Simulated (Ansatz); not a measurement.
`F[SiH2]O[SiH2][SiH3]` and `[SiH3]O[SiH2][SiH3]` differ in one atom or group.

Ansatz, PBE0-D4/def2-TZVP geometries, multiplicity 1. Each molecule was computed in one conformer, which needn't be the lowest.

```csv
property,`F[SiH2]O[SiH2][SiH3]`
LUMO energy (ωB97M-V/def2-TZVPP) / eV,1.19
HOMO energy (B3LYP/def2-TZVPP) / eV,-7.94
HOMO energy (PBE0/def2-TZVPP) / eV,-8.13
LUMO energy (B3LYP/def2-TZVPP) / eV,-0.74
HOMO–LUMO gap (PBE0/def2-TZVPP) / eV,7.55
HOMO–LUMO gap (B3LYP/def2-TZVPP) / eV,7.20
```

(1) Give the same properties after the change, and the shifts. (An estimate is asked.)

Results:

(1) The calculation gave: 
```tsv
property	`[SiH3]O[SiH2][SiH3]`	shift
LUMO energy (ωB97M-V/def2-TZVPP) / eV	1.12	-0.07
HOMO energy (B3LYP/def2-TZVPP) / eV	-7.80	0.14
HOMO energy (PBE0/def2-TZVPP) / eV	-7.99	0.14
LUMO energy (B3LYP/def2-TZVPP) / eV	-0.78	-0.04
HOMO–LUMO gap (PBE0/def2-TZVPP) / eV	7.38	-0.17
HOMO–LUMO gap (B3LYP/def2-TZVPP) / eV	7.02	-0.18
```

B3LYP here is the variant with VWN-RPA as its local correlation; programs differ in this.
